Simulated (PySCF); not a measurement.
FOS (SMILES O=[S]F), doublet, geometry from GFN2-xTB; M062X/cc-pVDZ (PySCF).

The PySCF input:
```python
from pyscf import gto, scf, dft

mol = gto.Mole()
mol.atom = '''
    O    -1.195029   -0.511793    0.028757
    S    -0.140285    0.464799    0.000719
    F     1.311644   -0.371382   -0.026840
'''
mol.basis = 'cc-pvdz'
mol.charge = 0
mol.spin = 1
mol.verbose = 4
mol.symmetry = True
mol.build()

mf = dft.UKS(mol)
mf.xc = 'm062x'
mf.irrep_nelec = {"A'": (14, 13), 'A"': (3, 3)}
mf.kernel()
mf.analyze()
```

What the program printed (banner, timings and long lists left out):

```
PySCF version 2.14.0

[INPUT] verbose = 4
[INPUT] num. atoms = 3
[INPUT] num. electrons = 33
[INPUT] charge = 0
[INPUT] spin (= nelec alpha-beta = 2S) = 1
[INPUT] symmetry True subgroup None
[INPUT] Mole.unit = angstrom
[INPUT] Symbol           X                Y                Z      unit          X                Y                Z       unit  Magmom
[...]
nuclear repulsion = 107.758947742654
point group symmetry = Cs
symmetry origin: [2.29057712e-07 1.14528856e-07 1.68215610e-18]
symmetry axis x: [-0.02597229 -0.99964682  0.00562864]
symmetry axis y: [ 0.99942296 -0.02608894 -0.02175137]
symmetry axis z: [0.02189054 0.00506046 0.99974757]
num. orbitals of irrep A' = 33
num. orbitals of irrep A" = 13
number of shells = 15
number of NR pGTOs = 93
number of NR cGTOs = 46
basis = cc-pvdz
ecp = {}

******** <class 'pyscf.dft.uks_symm.SymAdaptedUKS'> ********
method = SymAdaptedUKS
initial guess = minao
damping factor = 0
level_shift factor = 0
DIIS = <class 'pyscf.scf.diis.CDIIS'>
diis_start_cycle = 1
diis_space = 8
diis_damp = 0
SCF conv_tol = 1e-09
SCF conv_tol_grad = None
SCF max_cycles = 50
direct_scf = True
direct_scf_tol = 1e-13
number electrons alpha = 17  beta = 16
irrep_nelec {"A'": (14, 13), 'A"': (3, 3)}
XC library pyscf.dft.libxc version 7.1.2
    S. Lehtola, C. Steigemann, M. J. T. Oliveira, and M. A. L. Marques,  SoftwareX 7, 1–5 (2018)
XC functionals = m062x
    Y. Zhao and D. G. Truhlar,  Theor. Chem. Acc. 120, 215 (2008)
    Y. Zhao and D. G. Truhlar,  Theor. Chem. Acc. 120, 215 (2008)
radial grids:
    Treutler-Ahlrichs [JCP 102, 346 (1995); DOI:10.1063/1.469408] (M4) radial grids

becke partition: Becke, JCP 88, 2547 (1988); DOI:10.1063/1.454033
pruning grids: <function nwchem_prune>
grids dens level: 3
symmetrized grids: True
atomic radii adjust function: <function treutler_atomic_radii_adjust>
small_rho_cutoff = 0
Freeze 33 electrons in irreps ["A'", 'A"']
    0 free electrons in irreps
Set gradient conv threshold to 3.16228e-05
tot grids = 47224
init E= -573.525049789784

cycle= 1 E= -572.837477443219  delta_E= 0.688  |g|= 0.581  |ddm|=  1.7
cycle= 2 E= -572.655464168147  delta_E= 0.182  |g|= 0.917  |ddm|= 0.922
cycle= 3 E= -572.976181813336  delta_E= -0.321  |g|= 0.0796  |ddm|= 0.552
cycle= 4 E= -572.977581275428  delta_E= -0.0014  |g|= 0.0577  |ddm|= 0.0828
cycle= 5 E= -572.978869392492  delta_E= -0.00129  |g|= 0.00802  |ddm|= 0.0399
cycle= 6 E= -572.978930782963  delta_E= -6.14e-05  |g|= 0.00289  |ddm|= 0.0134
[...]
converged SCF energy = -572.978969151566  <S^2> = 0.7553551  2S+1 = 2.0053479
Total Energy =                        -572.978969151566389
[...]
beta  MO #10 (A' #9), energy= -0.760911452096114 occ= 1
beta  MO #11 (A' #10), energy= -0.577724573202802 occ= 1
beta  MO #12 (A' #11), energy= -0.555151224002261 occ= 1
beta  MO #13 (A" #2), energy= -0.549509191280918 occ= 1
beta  MO #14 (A" #3), energy= -0.461598980996401 occ= 1
beta  MO #15 (A' #12), energy= -0.459405470924936 occ= 1
beta  MO #16 (A' #13), energy= -0.413664736895094 occ= 1
beta  MO #17 (A" #4), energy= -0.115533412506748 occ= 0
beta  MO #18 (A' #14), energy= 0.044055459145234 occ= 0
beta  MO #19 (A' #15), energy= 0.102234422044513 occ= 0
beta  MO #20 (A" #5), energy= 0.464313020268305 occ= 0
beta  MO #21 (A' #16), energy= 0.467593678036002 occ= 0
beta  MO #22 (A' #17), energy= 0.475796546715654 occ= 0
beta  MO #23 (A' #18), energy= 0.527939661200856 occ= 0
beta  MO #24 (A" #6), energy= 0.592950176818917 occ= 0
beta  MO #25 (A" #7), energy= 0.647947618393101 occ= 0
beta  MO #26 (A' #19), energy= 0.657294721766431 occ= 0
beta  MO #27 (A' #20), energy= 0.767322472305703 occ= 0
beta  MO #28 (A' #21), energy= 0.840101179541313 occ= 0
beta  MO #29 (A" #8), energy= 1.02456397074305 occ= 0
beta  MO #30 (A' #22), energy= 1.03976406330476 occ= 0
beta  MO #31 (A' #23), energy= 1.20673727639466 occ= 0
beta  MO #32 (A" #9), energy= 1.33132075819169 occ= 0
beta  MO #33 (A' #24), energy= 1.34246398255012 occ= 0
beta  MO #34 (A' #25), energy= 1.37833617482271 occ= 0
beta  MO #35 (A' #26), energy= 1.69511634405802 occ= 0
beta  MO #36 (A' #27), energy= 2.21334053547355 occ= 0
beta  MO #37 (A" #10), energy= 2.60455844617893 occ= 0
beta  MO #38 (A' #28), energy= 2.60718630872391 occ= 0
beta  MO #39 (A" #11), energy= 2.76087273097325 occ= 0
beta  MO #40 (A' #29), energy= 2.78949115960922 occ= 0
beta  MO #41 (A' #30), energy= 3.28175171645403 occ= 0
beta  MO #42 (A" #12), energy= 3.67955569984423 occ= 0
beta  MO #43 (A' #31), energy= 3.67988883679498 occ= 0
beta  MO #44 (A" #13), energy= 3.70617336294256 occ= 0
beta  MO #45 (A' #32), energy= 3.72864009252347 occ= 0
beta  MO #46 (A' #33), energy= 3.92281736075124 occ= 0
 ** Mulliken pop alpha/beta on meta-lowdin orthogonal AOs **
 ** Mulliken pop       alpha | beta **
In total            17.00000 | 16.00000
 ** Mulliken atomic charges   ( Nelec_alpha | Nelec_beta ) **
charge of  0O =     -0.48102  (     4.26413      4.21688 )
charge of  1S =      0.97105  (     7.85774      7.17121 )
charge of  2F =     -0.49003  (     4.87812      4.61190 )
Dipole moment(X, Y, Z, Debye): -0.47801,  1.81256,  0.00129
```
